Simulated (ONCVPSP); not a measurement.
# ruthenium: one change to an ONCV potential, before and after

- Element: Ru
- Generator: ONCVPSP 4.0.1
- Type: optimised norm-conserving Vanderbilt (ONCV)
- Functional: PBEsol
- Relativity: scalar-relativistic
- Frozen core: [Ar] 3d10
- Valence charge: 16
- Reference configuration: 4s2 4p6 4d7 5s1
- Partial waves: 4s+5s: rc 1.55 bohr, ncon 4, nbas 7, qcut 10.2 1/bohr, 2 projectors; 4p: rc 1.45 bohr, ncon 4, nbas 9, qcut 11.5 1/bohr, 1 projector; 4d: rc 1.45 bohr, ncon 5, nbas 10, qcut 10.4 1/bohr, local
- Local potential: the d channel
- Core correction: Teter function, fcfact 1.75, rcfact 1.65

All-electron outer shells of the reference configuration (PBEsol, scalar-relativistic, ld1.x):

| shell | level (eV) | outermost node (bohr) | outermost maximum (bohr) |
| --- | --- | --- | --- |
| 3d | -273.13 | – | 0.30 |
| 4s | -76.31 | 0.48 | 0.92 |
| 4p | -46.38 | 0.49 | 0.98 |
| 4d | -5.22 | 0.48 | 1.21 |
| 5s | -4.27 | 1.24 | 2.73 |

Change: d: qcut 15.6.

Cutoffs: the cutoffs (Ha) at which the residual kinetic energy of the hardest occupied pseudo-wave falls to 1 and 0.1 mHa per electron; they do not see the model core or the augmentation charge, which bear on the density cutoff. Errors are all-electron minus pseudo energies relative to the spin-unpolarised reference configuration.

Question: Predict the effect on cutoff, ghosts and configuration errors.

Answer: The potential gets harder (37 Ha and 45 Ha → 61 Ha and 76 Ha); a bound ghost appears in s, which as a rule spoils a file; of the 4 tests that both files solve, the error grows in 3 and shrinks in 0 by more than 15 % and 0.3 meV (median size 1.4 → 2.4 meV). The waves are optimised to have the least kinetic energy above qcut, so the cutoff follows it (qcut²/2 in Ha).

| quantity | base | changed |
| --- | --- | --- |
| cutoff, loose | 37 Ha | 61 Ha |
| cutoff, tight | 45 Ha | 76 Ha |
| loose cutoff by channel | s 32 Ha, p 37 Ha, d 27 Ha | s 32 Ha, p 37 Ha, d 61 Ha |
| bound ghosts | none | s |
| GHOST(+) flags under 300 eV | none | none |
| error for 4s2 4p6 4d7 5s0, meV [ΔE 7.30 eV] | -1.5 | -1.6 |
| error for 4s2 4p6 4d6 5s0, meV [ΔE 25.48 eV] | -1.2 | -2.0 |
| error for 4s2 4p6 4d5 5s0, meV [ΔE 56.09 eV] | +1.2 | -2.7 |
| error for 4s1 4p6 4d7 5s1, meV [ΔE 82.64 eV] | -59 | -75 |
| s: phases at 1.57 bohr within 0.05 rad from the reference energy up to (Ha; the scan ends near 5) | to the end of the scan | to the end of the scan |
| p: phases at 1.47 bohr within 0.05 rad from the reference energy up to (Ha; the scan ends near 5) | 2.9 | 3.4 |
| d: phases at 1.47 bohr within 0.05 rad from the reference energy up to (Ha; the scan ends near 5) | to the end of the scan | to the end of the scan |
| rms error of d²Exc/dni dnj with the model core, mHa | 0.40 | 0.41 |

 A true bound ghost makes a file unfit for plane-wave use even where its test errors are small: the radial tests pick states by their node count and pass the ghost by.
